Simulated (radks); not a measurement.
Effect of the nuclear size on neutral zirconium, [Kr] 4d2 5s2. Calculated with a radial shooting solver on a logarithmic mesh with Libxc functionals: Dirac Kohn-Sham, BLYP, spin-unpolarised, spherical densities, finite nucleus; open shells fill j = l - 1/2 first; Fermi nuclear charge, rms radius 4.2694 fm. The rms radius is varied about that value; shifts are against it.

rms radius (fm)  total energy shift (eV)  density at nucleus (e/bohr^3)  1s1/2 shift (meV)  2s1/2 shift (meV)  4s1/2 shift (meV)  4p1/2 shift (meV)
3.4668                            -0.374                      7.633e+04               -158              -16.6             -0.404              0.069
4.0047                            -0.131                      7.525e+04              -55.4              -5.82             -0.142              0.024
4.2694                                 0                      7.477e+04              0.000              0.000              0.000              0.000
4.6921                             0.225                      7.408e+04               95.1               9.99              0.243             -0.042
4.9055                             0.346                      7.376e+04                146               15.4              0.373             -0.064

Slopes of the eigenvalues against <r^2> in GHz/fm^2, as finite differences over the two radii next to the reference (eigenvalue slopes, not the field-shift constants of lines): 1s1/2 6090, 2s1/2 640, 4s1/2 15.5, 4p1/2 -2.67.
